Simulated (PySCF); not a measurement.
# From computed data to an observable: oscillator strength and radiative lifetime

C₂H₆F₂Ge, SMILES [F][Ge]([CH3])([F])[CH3].

The structure is a stationary point at B3LYP-D3(BJ)/def2-SVP.

PySCF with TDDFT-PBE/def2-SVPD puts the first singlet state with f over 0.02 at 7.19 eV (vertical), with the transition dipole (-0.884, 0.000, 0.000) in atomic units.

Q: Find the oscillator strength, the wavelength and the radiative lifetime that this transition would have in vacuum if emission retraced absorption.

A: 
|μ|² = 0.7815 au, so |μ| = 2.25 D. ΔE = 7.19/27.211 = 0.2642 hartree. f = (2/3) ΔE |μ|² = 0.138 (the program prints 0.138).
λ = 1239.84/7.19 = 172 nm; ν = 57991 cm⁻¹.
Einstein's coefficient A = 0.6670 ν² f s⁻¹ (ν in cm⁻¹) = 3.1e8 s⁻¹, so τ = 1/A = 3.2 ns. This state is S1. The figure is the radiative limit of this one transition; relaxation, internal conversion, crossing to triplets and a medium change what is measured.
